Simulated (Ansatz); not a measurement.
C2H6OZn, charge +1, doublet (typed; the unrestricted solution is spin-contaminated), geometry from GFN2-xTB (such geometries of metal compounds can be far from the true shape) (a state made from the parent by changing its charge; the spin is typed, not shown lowest); B3LYP/STO-3G (Ansatz, a first-principles code).

Input for Ansatz:
Ansatz 0.2 input:
```yaml
crystal:
  periodic: [false, false, false]
  atoms:
    - {symbol: Zn, position_ang: [0.66052758, 0.07892966, 0.31364256]}
    - {symbol: C, position_ang: [-0.27977330, -0.97357347, -1.30584936]}
    - {symbol: C, position_ang: [-1.66382522, -0.50934891, -1.22052085]}
    - {symbol: H, position_ang: [-0.10309820, -2.01378381, -1.02993822]}
    - {symbol: H, position_ang: [0.29217277, -0.62914423, -2.16804742]}
    - {symbol: H, position_ang: [-1.78668687, 0.55569570, -1.43614479]}
    - {symbol: H, position_ang: [-2.17131394, -0.80146609, -0.29628646]}
    - {symbol: H, position_ang: [-2.22781889, -1.02548261, -2.02047879]}
    - {symbol: O, position_ang: [-0.27939928, 1.10498785, 1.32849314]}
    - {symbol: H, position_ang: [0.07770294, 1.60392264, 2.07189514]}
basis:
  gaussian:
    orbitals: STO-3G
hamiltonian:
  xc: b3lyp
total_charge: 1
magnetization: {spin_polarized: true, initial_magnetization: 1}
accuracy: high
```

It wrote (shortened):

```
Functional definition: B3LYP
707 factors; integrals over basis functions are off by at most 3.9e-9 eV
mean field evaluation 1: about -51051.7921 eV, gradient 2.1e2 eV
mean field evaluation 2: about -51514.3543 eV, gradient 8.3e1 eV
mean field evaluation 4: about -50035.8765 eV, gradient 2.2e2 eV
mean field evaluation 8: about -51563.3119 eV, gradient 1.5e2 eV
mean field evaluation 16: about -52015.4872 eV, gradient 2.5e0 eV
mean field evaluation 32: about -52015.9864 eV, gradient 4.9e-7 eV
mean field -52015.98637759 eV, -1911.5522416744 hartree, gradient 4.5e-8 eV, S^2 1.210627; 6 other end points of the search recorded, 0 dependent functions left out
reference -52015.98641475 eV, -1911.5522430402 hartree; 28, 27 occupied and 11, 12 virtual orbitals, 707 factors
Total energy: -52015.98641475 eV, -1911.5522430402 hartree
```
